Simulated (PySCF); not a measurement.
## Telling isomers of C₆H₁₀F₃P apart by NMR

Computational details: shieldings: GIAO PBE0/pcSseg-1, geometry from GFN2-xTB, in PySCF 2.14.0 with density-fitted response routines (equivalent nuclei averaged, single conformer, non-relativistic Hamiltonian, in vacuum).

References, each an isolated molecule treated in the same way: ¹H and ¹³C vs TMS. Splittings of carbon signals by F and P are missing where no couplings were computed. Where no couplings were computed, multiplicities follow the n + 1 count of equivalent neighbours, and m marks all less simple cases (inequivalent or close neighbours, rings, F or P nearby). Shifts are as computed. Against solution values, carbons near 30 ppm lie about +3 ppm off and those near 130 ppm about +5 ppm. Of 1211 compounds with measured shifts, 218 miss one by over three times the rms of a fit or turn the order of signals round; such compounds aren't used in these exercises.

(1) Tabulate the signals of `CCP1CC(C(F)(F)F)C1`, `CCC1CP(C(F)(F)F)C1` and their relative energies.

(2) What is the quickest way to tell CCP1CC(C(F)(F)F)C1 from CCC1CP(C(F)(F)F)C1?

Answers

(1) 
```json
{"SMILES": "CCP1CC(C(F)(F)F)C1", "carbon types": "1×C 1×CH 3×CH2 1×CH3", "δC": "136.5, 39.9, 32.1, 20.7, 11.3", "δH": "3.45 (m, 1H), 2.19 (m, 2H), 1.98 (m, 2H), 1.76 (m, 2H), 1.16 (m, 3H)", "E rel. (kcal/mol)": "0.0"}
{"SMILES": "CCC1CP(C(F)(F)F)C1", "carbon types": "1×C 1×CH 3×CH2 1×CH3", "δC": "145.4, 43.8, 38.5, 25.7, 12.9", "δH": "3.27 (m, 1H), 2.41 (m, 2H), 1.77 (m, 2H), 1.46 (m, 2H), 0.92 (t, 3H)", "E rel. (kcal/mol)": "8.0"}
```

Energies are electronic energies at PBE0/pcSseg-1 on these geometries, without zero-point or thermal terms, each for the one conformer computed, which needn't be the lowest.

(2) Both give the same number of carbon signals, with the same numbers of each carbon type, so the positions decide. The first has a CF3 carbon (C) at 136.5 ppm, the second a CF3 carbon (C) at 145.4 ppm.
